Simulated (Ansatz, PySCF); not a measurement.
Gas-phase reaction in SMILES: O[Si](O)(Cl)Cl [dichloro(dihydroxy)silane] -> O[Si](Cl)Cl + [OH] (HO) (the O-Si bond at the site shown breaks; other sites are not compared here)
Geometries: B3LYP-D3(BJ)/def2-TZVP minima from Ansatz (a first-principles code), one conformer each, not searched for the lowest. Frequencies are from Ansatz or PySCF.

Wanted: bond dissociation energy (enthalpy at 298 K, with B3LYP-D3(BJ) rigid-rotor harmonic-oscillator terms), in kcal/mol. Cores are frozen in the correlated levels unless marked. Open shells are spin-unrestricted. No spin-orbit coupling. Non-relativistic. CBS(X,Y): correlation extrapolated as X^-3; Hartree-Fock from the larger set.

| level | program | bond dissociation energy (kcal/mol) |
|---|---|---|
| HF/cc-pV(D+d)Z | Ansatz | 95.5 |
| BLYP-D4/def2-TZVPD | Ansatz + dftd4 | 123.4 |
| B3LYP-D4/def2-TZVPD | Ansatz + dftd4 | 125.9 |
| B3LYP/def2-TZVPD | Ansatz | 123.5 |
| wB97M-V/def2-TZVPD | Ansatz | 132.7 |
| SCS-MP2/cc-pV(D+d)Z | Ansatz | 126.2 |
| CCSD(T)/CBS(cc-pV(T+d)Z,cc-pV(Q+d)Z) | Ansatz | 135.1 |
